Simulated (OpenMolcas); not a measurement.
Cu2+ (d9) on a cation site of an ionic host was computed by CASSCF with the d shell active (OpenMolcas, ANO-RCC-VDZP on the metal). Its lowest spin-free states, and all those of the highest spin:

```csv
2S+1,Degeneracy,E (cm-1)
2,2,0.0
2,3,6624
```

Question: Is the site octahedral, tetrahedral or cube-like, axial, or of lower symmetry?

Answer: The states with 2S+1 = 2 have orbital degeneracies 2, 3. Threefold states need a cubic site. For d9 at this spin an octahedron puts the twofold E below the threefold T2 and a tetrahedron or cube puts the threefold T2 below the twofold E, so the site is octahedral. The first gap at this spin, 6620 cm-1, is |10Dq| in ligand-field theory. The run had Cu2+ with its 6 nearest fluoride ions at 2.031 Å, on the Li site of LiF (a = 4.028 Å, distance in the model lattice 2.014 Å). The rest of the host is ab initio model potentials to 7.6 Å and point charges beyond; the distance is set by hand and nothing relaxes, and no local charge compensation is placed. Ligand basis ANO-RCC-VDZP.

An orbital doublet at a regular site is open to a Jahn-Teller distortion, which this geometry leaves out. Ligand-to-metal charge-transfer states are missing. With metal d orbitals alone and no dynamic correlation 10Dq can be off by a tenth to a fifth, either way, in oxide and fluoride hosts. No measured value stands beside these numbers; the geometry was set by hand and not optimised.
